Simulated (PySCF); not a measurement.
**Electron correlation in Co²⁺ (cobalt, charge +2)**

[Ar] 3d6 4s1, high-spin 6D determinant (an excited configuration). All numbers are calculated (PySCF 2.14, no relativity, point nucleus, in aug-cc-pVTZ with one added diffuse shell each of s, p, d, f, g type (9s8p6d4f3g, 118 functions)). Frozen: [Ar]; 7 electrons correlated.

MP2 pair energies summed by pair of shells (mhartree):

```
 pair   energy  share (%)
3d-3d  -120.05       86.3
3d-4s   -19.07       13.7
```

Total MP2 correlation energy: -139.12 mhartree.

Same-spin part -83.68 and opposite-spin part -55.44 mhartree; SCS-MP2 scales them by 1/3 and 6/5 to -94.42 mhartree.
